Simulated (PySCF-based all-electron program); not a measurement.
Values are calculated unless marked as measured or tabulated.
Rest lengths of diatomic molecules M–Na in all-electron scalar-relativistic PBE near the basis limit (in-house program on PySCF, no spin–orbit coupling, lowest state found of the spin given), each from a Morse curve fitted to the bond forces. Singlets are spin-restricted; Koelling–Harmon or spin-free Dirac relativity. In part, the state lies near an instability.

| M | spin state | rest length (Å) |
| --- | --- | --- |
| Li | singlet | 2.92 |
| K | singlet | 3.53 |
| Rb | singlet | 3.67 |
| Ag | singlet | 2.67 |
| I | singlet | ? |

(1) Fill in the missing lengths.

Results:

(1) I–Na 2.72 Å.
